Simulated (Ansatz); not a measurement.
Cartesian coordinates in Å:
```
S -0.162 -0.952 -1.717
Ti 0.476 0.384 -0.004
S -0.947 0.056 1.726
Cl 2.421 -0.169 0.788
Cl 0.338 2.396 -0.811
H -0.125 -2.031 -0.908
H -2.002 0.317 0.926
```

Total charge 0; spin multiplicity 1.

Question: List the ωB97M-V/def2-TZVPP orbital energies in eV (Ansatz). (An estimate is asked.)

Answer: The calculation gave: Occupied: -4882.25, -2772.36, -2772.36, -2427.27, -2427.27, -550.71, -459.26, -459.23, -459.21, -262.77, -262.77, -221.27, -221.27, -200.18, -200.18, -200.15, -200.15, -200.14, -200.14, -164.37, -164.37, -164.27, -164.27, -164.24, -164.24, -71.17, -46.54, -46.42, -46.35, -25.79, -25.59, -23.29, -23.07, -14.37, -14.32, -13.57, -13.26, -12.81, -12.49, -12.43, -11.94, -11.70, -11.52, -10.89, -10.00. Lowest empty: -1.29, -1.06, -0.86, -0.53, -0.52, 1.01, 2.23, 2.95.
